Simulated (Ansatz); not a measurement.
Pulling on the Cd1–H2 bond in CdH2 (SMILES [CdH2]) (multiplicity 1 held, fragments rigid). Energies count from the point at 1.681 Å.
Geometry at that point (charge 0, multiplicity 1):
```xyz
3

Cd     0.0000     0.0000     0.0000
H      0.0000     0.0000     1.6812
H      0.0000     0.0000    -1.6812
```

R- and RO- levels are restricted; in cc, def2 and unpolarised 6-31G sets they are followed outwards from rest. Unrestricted levels (U-) break spin symmetry where that is lower. Active spaces are followed from a long bond inwards. Curves can end on different states.

Correlated levels freeze the cores.

The values were computed with Ansatz (Gaussian basis) for Hartree–Fock, density functionals and correlated methods. Each number belongs to the level named beside it. In def2 rows elements past Kr take small-core potentials, without spin–orbit coupling.

Energies in kcal/mol.

```csv
R (Å),R-MP2/def2-SVP,U-CCSD(T)/def2-SVP,"SC-NEVPT2 on CASSCF(2,2)/def2-SVP","FIC-NEVPT4(SD) on CASSCF(2,2)/def2-SVP","FIC-MRCISD+Q on CASSCF(2,2)/def2-SVP"
1.345,?,25.8,25.4,26.0,26.0
1.513,?,5.0,4.9,5.1,5.1
1.681,0.0,0.0,0.0,0.0,0.0
1.849,3.9,3.0,2.9,2.9,3.0
2.017,11.8,10.0,9.6,9.8,9.9
2.270,26.7,23.0,22.3,22.8,22.9
2.522,42.0,36.3,34.9,35.6,35.8
2.942,?,54.1,51.4,52.5,52.7
3.362,82.0,65.0,61.3,62.6,62.9
3.867,96.6,69.5,66.8,68.2,68.6
4.539,106.4,70.6,68.9,70.5,70.9
5.380,106.4,70.8,69.4,71.0,71.4
```

Task: Some entries are withheld; supply them.

Result: 
- 1.513, R-MP2/def2-SVP: 4.1
- 1.345, R-MP2/def2-SVP: 24.0
- 2.942, R-MP2/def2-SVP: 64.6

Doubts at one or more of the structures used: a restricted determinant that unrestricted orbitals would lower (R-MP2/def2-SVP); a spin-contaminated determinant (U-CCSD(T)/def2-SVP); T1 above 0.05 (U-CCSD(T)/def2-SVP).

Ansatz is a program for electronic structure.
